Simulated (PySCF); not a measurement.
Structure with atom numbers: `[CH3:1][C:2](=[O:3])[C:4]#[C:5][Si@H:6]([SiH3:7])[PH2:8]`. Each H is labelled by its parent atom.

Computed data (PySCF 2.14): geometry: GFN2-xTB, PBE0/pcSseg-1 with gauge-including orbitals. Non-relativistic Hamiltonian, single conformer, no solvent model, rapidly exchanging positions averaged.

List the cross peaks expected in HSQC, COSY and HMBC spectra.

Answers



HSQC (one-bond C–H):
| δH | δC |
| --- | --- |
| 2.35 (H(C1)) | 36.4 (C1) |

COSY cross peaks (H two or three bonds apart, from the bond graph; peaks can be absent where the dihedral angle is near 90°):
| δH | δH |
| --- | --- |
| 4.67 (H(Si6)) | 3.61 (H(Si7)) |
| 4.67 (H(Si6)) | 1.59 (H(P8)) |

HMBC (two and three bonds, from the bond graph):
| δH | δC |
| --- | --- |
| 4.67 (H(Si6)) | 113.8 (C4), 100.4 (C5) |
| 3.61 (H(Si7)) | 100.4 (C5) |
| 2.35 (H(C1)) | 187.2 (C2), 113.8 (C4) |
| 1.59 (H(P8)) | 100.4 (C5) |

Scale: 1H, 13C against TMS (reference shieldings calculated alike).

Shifts are as computed. Against solution values, carbons near 30 ppm lie about +3 ppm off and those near 130 ppm about +5 ppm. Of 1309 compounds with measured shifts, 239 miss one by over three times the rms of a fit or turn the order of signals round; such compounds aren't used in these exercises.
